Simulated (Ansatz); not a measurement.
TiF₃. The state is a doublet with charge 0. Geometry PBE-D4/def2-TZVP, basis def2-TZVP, Ansatz.

```xyz
4

Ti   -0.0008    0.0002   -0.0003
F     0.6082    0.1288   -1.6659
F    -0.5269   -1.5751    0.6348
F    -0.0805    1.4461    1.0314
```

```json
{"run": "A", "HOMO (eV)": "-5.84", "LUMO (eV)": "-3.69"}
{"run": "B", "HOMO (eV)": "-6.94", "LUMO (eV)": "-3.04"}
{"run": "C", "HOMO (eV)": "-7.36", "LUMO (eV)": "-2.65"}
{"run": "D", "HOMO (eV)": "-5.89", "LUMO (eV)": "-3.82"}
{"run": "E", "HOMO (eV)": "-5.29", "LUMO (eV)": "-3.90"}
{"run": "F", "HOMO (eV)": "-7.06", "LUMO (eV)": "-3.07"}
```

B3LYP takes the VWN-RPA correlation. HSE06 is defined as in plane-wave codes, on full-range PBE exchange. No other spin state of charge 0 was run.

HOMO and LUMO are taken over both spins.

Problem. The runs used B3LYP, B97M-V, HSE06, PBE0, r2SCAN, revPBE. Estimate which is which.

Solution. A B97M-V (0 % exact exchange); B HSE06 (range-separated); C PBE0 (25 % exact exchange); D r2SCAN (0 % exact exchange); E revPBE (0 % exact exchange); F B3LYP (20 % exact exchange). Exact exchange lowers occupied and raises empty levels; among semilocal functionals meta-GGAs tend to open the gap a little, and such runs are hard to tell apart. The gap grows from 1.40 eV (revPBE) to 4.71 eV (PBE0).
